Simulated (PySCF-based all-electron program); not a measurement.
LuBr, singlet: squeezing and stretching

All-electron Kohn–Sham DFT on the free molecule, computed near the basis limit with an in-house program on PySCF integrals; Koelling–Harmon scalar relativity, no spin–orbit coupling, spin-restricted. Forces are good to about 0.002 eV/Å. In part, a faulty basis table may shift these forces by a few meV per angstrom. A positive force pushes the atoms apart.

| r (Å) | PBE (eV/Å) |
| --- | --- |
| 2.000 | 16.326 |
| 2.125 | ? |
| 2.250 | 4.997 |
| 2.500 | ? |
| 2.750 | -1.436 |

Q: Fill in the missing PBE forces.

A: 2.125 Å: 9.457 eV/Å; 2.500 Å: 0.330 eV/Å.

Q: Fit a Morse curve to the forces within 0.84 to 1.25 of the listed length with the smallest force. Where does the force vanish, what is the force constant, and what harmonic wavenumber follows with standard atomic masses?

A: PBE: 2.531 Å, 10 eV/Å², about 220 cm⁻¹. The points are far apart, so these are estimates.
